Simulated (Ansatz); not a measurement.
Geometry optimisation, Ansatz 0.2.0, DFT r2SCAN-D3(BJ), scalar-relativistic, plane waves, PAW.

input.yaml

```yaml
crystal:
  lattice:
    - [0.0, 5.43, 5.43]
    - [5.43, 0.0, 5.43]
    - [5.43, 5.43, 0.0]
  atoms:
    - { symbol: Si, position: [0.0, 0.0, 0.0] }
    - { symbol: Si, position: [0.125, 0.125, 0.125] }
    - { symbol: Si, position: [0.0, 0.0, 0.5] }
    - { symbol: Si, position: [0.125, 0.125, 0.625] }
    - { symbol: Si, position: [0.0, 0.5, 0.0] }
    - { symbol: Si, position: [0.125, 0.625, 0.125] }
    - { symbol: Si, position: [0.0, 0.5, 0.5] }
    - { symbol: Si, position: [0.125, 0.625, 0.625] }
    - { symbol: Si, position: [0.5, 0.0, 0.0] }
    - { symbol: Si, position: [0.625, 0.125, 0.125] }
    - { symbol: Si, position: [0.5, 0.0, 0.5] }
    - { symbol: Si, position: [0.625, 0.125, 0.625] }
    - { symbol: Si, position: [0.5, 0.5, 0.0] }
    - { symbol: Si, position: [0.625, 0.625, 0.125] }
    - { symbol: Si, position: [0.5, 0.5, 0.5] }
    - { symbol: Si, position: [0.625, 0.625, 0.625] }
    - { symbol: Cu, position: [0.74698719, 0.762175, 0.74492044] }
total_charge: 1
basis:
  ecutwfc: 500.0
kpoints:
  mp_grid: { grid: [2, 2, 2] }
hamiltonian:
  xc: r2scan
  dispersion: d3bj
  pseudopotentials: { kind: paw, azcp: { folder: soft_1 } }
scf:
  occupations: { method: gaussian, width: 0.02 }
  lower_state_search: "off"
relax:
  f_tol: 0.03
  max_steps: 60
  adjacent_minimum: "off"
```

Run as:

```bash
$ ansatz run input.yaml --threads 2 --pin off --max-ram 5120MiB --backend cpu --events-out ev --progress --plain --runs-dir out
```

Where does it end, and by what steps?

The forces met the threshold. Limits of this set-up: a small cell, in which the defect meets its images, charged cell in a uniform background, uncorrected. After 7 steps the energy has fallen by 0.135 eV; Si12 moved furthest, 0.20 Å.

| step | energy less start (eV) | largest force component (eV/Å) | accepted |
| --- | --- | --- | --- |
| 0 | 0.0000 | 0.647 | yes |
| 1 | -0.0951 | 0.176 | yes |
| 2 | -0.1106 | 0.096 | yes |
| 3 | -0.1187 | 0.074 | yes |
| 4 | -0.1264 | 0.146 | yes |
| 5 | -0.1311 | 0.101 | yes |
| 6 | -0.1344 | 0.031 | yes |
| 7 | -0.1354 | 0.016 | yes |

```xyz
17
Lattice="0.0000 5.4300 5.4300 5.4300 0.0000 5.4300 5.4300 5.4300 0.0000" Properties=species:S:1:pos:R:3
Si -0.037 0.039 -0.040
Si 1.310 1.382 1.310
Si 2.748 2.682 0.000
Si 4.049 4.121 1.309
Si 2.680 0.057 2.682
Si 4.041 1.391 4.038
Si 5.374 2.751 2.680
Si 6.781 4.079 4.026
Si -0.001 2.681 2.748
Si 1.311 4.119 4.047
Si 2.749 5.431 2.748
Si 4.188 6.673 4.187
Si 2.682 2.747 5.373
Si 4.022 4.076 6.784
Si 5.528 5.329 5.533
Si 6.782 6.836 6.782
Cu 8.278 8.007 8.289
```

Run time: 88 s on 2 threads of Intel(R) Xeon(R) 6975P-C (Granite Rapids), with other jobs on the host, peak memory 1.6 GiB.
